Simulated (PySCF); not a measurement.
Input file for PySCF: U-M06-2X/def2-TZVPP on HMg (SMILES [MgH]).

```python
from pyscf import gto, dft

mol = gto.M(
    atom='''
    Mg   -0.00000000   -0.00000000   -0.87150148
    H     0.00000000    0.00000000    0.87150148
    ''',
    basis='def2-tzvpp',
    charge=0, spin=1, verbose=4, max_memory=1800)
mf = dft.UKS(mol, xc='m062x').density_fit(auxbasis='def2-universal-jkfit')
mf.grids.level = 4
mf.conv_tol = 1e-9
mf.max_cycle = 150
mf.kernel()
mf.dip_moment()
```

What total energy does the run end on?

-200.5966 hartree.
